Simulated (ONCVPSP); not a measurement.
# rhodium: one change to an ONCV potential, before and after

ONCVPSP 4.0.1 input, shortened (lines: element, Z, core and valence counts, functional; n l f; lmax; l rc ep ncon nbas qcut; lloc lpopt rc5 dvloc0; l nproj debl; icmod fcfact rcfact), PBE, scalar-relativistic:

```
  Rh 45.00    6    5        4      upf
    1    0    2.00
    2    0    2.00
    2    1    6.00
    3    0    2.00
    3    1    6.00
    3    2   10.00
    4    0    2.00
    4    1    6.00
    4    2    8.00
    5    0    0.75
    5    1    0.25
    3
    0    1.30    0.00    3    6    8.70
    1    1.50    0.00    3    7    8.10
    2    1.25    0.00    4    8    9.00
    3    1.60    0.29    3    8    6.10
    4    3    0.85    0.00
    0    2    1.60
    1    2    0.40
    2    2    0.90
    3    1    0.60
    3    6.00    1.05
```

Change: s: qcut 6.7; p: qcut 6.3; d: qcut 7; f: qcut 4.7.

Cutoffs: the cutoffs (Ha) at which the residual kinetic energy of the hardest occupied pseudo-wave falls to 1 and 0.1 mHa per electron; they do not see the model core or the augmentation charge, which bear on the density cutoff. Errors are all-electron minus pseudo energies relative to the spin-unpolarised reference configuration.

Q: Predict the effect on cutoff, ghosts and configuration errors.

A: The potential gets neither clearly harder nor softer (29 Ha and 35 Ha → 28 Ha and 126 Ha); the d channel sets the loose cutoff, while the largest relative change is in s, which becomes softer; the errors of the 3 common tests hardly move; neither file shows a bound ghost.

```csv
quantity,base,changed
"cutoff, loose",29 Ha,28 Ha
"cutoff, tight",35 Ha,126 Ha
loose cutoff by channel,"s 29 Ha, p 15 Ha, d 29 Ha","s 23 Ha, p 16 Ha, d 28 Ha"
bound ghosts,none,none
GHOST(+) flags under 300 eV,s at 196.7 eV,s at 169.6 eV
tests with a reliable result,3 of 4,3 of 4
"error for 4s2 4p6 4d8 5s1 5p0, meV [ΔE -0.87 eV]",+0.1,+0.1
"error for 4s2 4p6 4d8 5s0 5p0, meV [ΔE 6.59 eV]",-1.3,-1.5
"error for 4s2 4p6 4d7 5s1 5p0, meV [ΔE 10.26 eV]",+0.1,-0.2
s: phases at 1.32 bohr within 0.05 rad from the reference energy up to (Ha; the scan ends near 5),4.4,3.8
p: phases at 1.52 bohr within 0.05 rad from the reference energy up to (Ha; the scan ends near 5),to the end of the scan,to the end of the scan
d: phases at 1.27 bohr within 0.05 rad from the reference energy up to (Ha; the scan ends near 5),to the end of the scan,to the end of the scan
f: phases at 1.62 bohr within 0.05 rad from the reference energy up to (Ha; the scan ends near 5),2.8,1.9
"rms error of d²Exc/dni dnj with the model core, mHa",0.77,0.45
```
